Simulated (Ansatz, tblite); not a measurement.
Removing and adding an electron: Sn31PH44. Total charge 0; doublet. Geometry: r2SCAN-D4/def2-SVP. Ansatz, gas phase; energy differences of separate SCF runs; the oxidised species was run as a singlet alone; the reduced species was run as a singlet alone.

```xyz
76

Sn    3.150   -4.579    0.566
Sn   -1.208   -3.351   -4.893
Sn   -1.580   -3.959   -0.043
Sn    3.944   -1.645    7.740
Sn    5.352   -1.592    3.263
Sn    3.307    1.722    0.455
Sn    0.931   -1.244    2.734
Sn    2.960    1.941    5.097
P     0.794   -1.262   -1.607
Sn   -0.706    1.866   -2.699
Sn   -2.893    0.136   -2.151
Sn   -1.226    2.482    0.910
Sn   -2.361    0.592   -6.548
Sn   -4.308    3.888   -4.050
Sn   -3.666   -0.805    2.446
Sn   -5.736    3.199    0.159
Sn    5.603   -3.331    1.080
Sn    1.163   -2.986   -3.445
Sn    3.041   -0.098   -1.672
Sn    0.084    1.222   -5.338
Sn    4.616   -3.143    5.479
Sn    0.946   -2.825    0.404
Sn   -3.096   -1.288   -4.597
Sn   -3.383   -1.804   -0.157
Sn    2.056    0.340    7.198
Sn    3.293    0.274    2.862
Sn    1.306    3.696    0.654
Sn   -1.249    0.508    2.920
Sn   -1.780    4.456   -2.987
Sn   -5.120    1.892   -2.247
Sn   -3.449    4.120    1.495
Sn   -4.050    2.824   -6.628
H     3.264   -5.600   -0.813
H     2.802   -5.600    1.912
H    -0.773   -3.445   -6.561
H    -1.869   -4.882   -4.464
H    -2.084   -5.056    1.187
H    -1.572   -4.825   -1.536
H     3.385   -2.691    8.988
H     5.374   -0.885    8.323
H     6.851   -0.796    3.575
H     4.839    2.500    0.256
H     0.883   -2.337    4.077
H     4.434    2.721    5.521
H     1.817    3.173    4.716
H     0.694    1.875   -1.690
H    -2.157   -0.118   -8.107
H    -5.360    5.255   -4.055
H    -3.974   -2.108    3.530
H    -4.993    0.290    2.544
H    -6.624    2.164    1.212
H    -6.754    4.547   -0.199
H     6.759   -4.549    1.473
H     6.176   -2.514   -0.320
H     1.670   -4.466   -2.718
H     2.451   -2.421   -4.437
H     4.320   -1.257   -1.620
H     3.103    0.697   -3.199
H     1.094   -0.176   -5.369
H     0.974    2.518   -6.039
H     5.883   -4.247    5.866
H     3.262   -4.093    5.001
H    -4.677   -1.953   -4.808
H    -4.908   -2.411   -0.715
H     1.733    1.264    8.614
H     0.577   -0.392    6.715
H     1.710    4.722    1.984
H     1.321    4.677   -0.766
H    -1.216    1.251    4.484
H    -1.937    5.285   -1.483
H    -0.785    5.420   -4.009
H    -6.525    1.058   -2.812
H    -3.151    5.766    1.092
H    -3.735    4.049    3.197
H    -3.423    3.996   -7.726
H    -5.596    2.348   -7.219
```

In the def2 sets Sn takes a core potential; there is no spin–orbit coupling. The xTB rows come from tblite. Single mean-field runs in def2-SVP are fitted with def2-universal-jkfit.

```json
{"level": "GFN1-xTB", "−HOMO (eV)": "–", "vertical IE (eV)": "10.94", "−LUMO (eV)": "–", "vertical EA (eV)": "8.47", "HOMO–LUMO gap (eV)": "–", "IE − EA (eV)": "2.47"}
{"level": "PBE-D4/def2-SVP", "−HOMO (eV)": "4.76", "vertical IE (eV)": "6.13", "−LUMO (eV)": "4.18", "vertical EA (eV)": "2.93", "HOMO–LUMO gap (eV)": "0.58", "IE − EA (eV)": "3.19"}
{"level": "B97M-V/def2-SVP", "−HOMO (eV)": "5.01", "vertical IE (eV)": "6.27", "−LUMO (eV)": "4.26", "vertical EA (eV)": "2.90", "HOMO–LUMO gap (eV)": "0.75", "IE − EA (eV)": "3.37"}
{"level": "PBE0-D4/def2-SVP", "−HOMO (eV)": "5.58", "vertical IE (eV)": "6.40", "−LUMO (eV)": "3.58", "vertical EA (eV)": "2.91", "HOMO–LUMO gap (eV)": "2.00", "IE − EA (eV)": "3.48"}
```

   HOMO and LUMO are the levels of the spin that leaves or enters (xTB has no such levels and no spin-polarisation term). Other spin states of the ions may lie lower, which would lower the ionisation energy or raise the affinity. Raw xTB energy differences between charge states are shifted by several eV; the methods need an empirical correction for them. Sets without diffuse functions give affinities that are too small.
